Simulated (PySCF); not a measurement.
PBE0 on Au⁻ (gold, charge -1), [Xe] 4f14 5d10 6s2, closed-shell 1S. Computed with PySCF 2.14 in def2-TZVPPD with the def2 core potential (60 electrons) (6s5p3d2f1g, 59 functions), with a scalar-relativistic core potential.

```
cycle= 1 E= -135.770213332267  delta_E= -0.0104  |g|= 0.05  |ddm|= 0.442
cycle= 2 E= -135.769473620953  delta_E= 0.00074  |g|= 0.0678  |ddm|= 0.18
cycle= 3 E= -135.771134483861  delta_E= -0.00166  |g|= 0.00351  |ddm|= 0.0711
cycle= 4 E= -135.771139056391  delta_E= -4.57e-06  |g|= 0.000213  |ddm|= 0.00921
cycle= 5 E= -135.771139076191  delta_E= -1.98e-08  |g|= 1.79e-05  |ddm|= 0.000411
cycle= 6 E= -135.77113907637  delta_E= -1.8e-10  |g|= 1.08e-07  |ddm|= 1.92e-05
converged SCF energy = -135.77113907637  <S^2> = -3.5527137e-15  2S+1 = 1
```

Highest occupied orbital energy: 0.259 eV; ⟨L²⟩ = 0.00; populations by l: s 4.00, p 6.00, d 10.00, f 0.00.

Question: Can this result be used?

Answer: With care. Self-consistency was reached. Energies and moments cover only the electrons outside the core potential. Spin-orbit coupling, which splits the p, d and f shells strongly at this Z, is absent. At PBE0 the highest occupied level has a positive energy, so only the finite basis holds that electron; in a semilocal or global hybrid functional this comes from self-interaction and does not mean that the real anion is unbound.
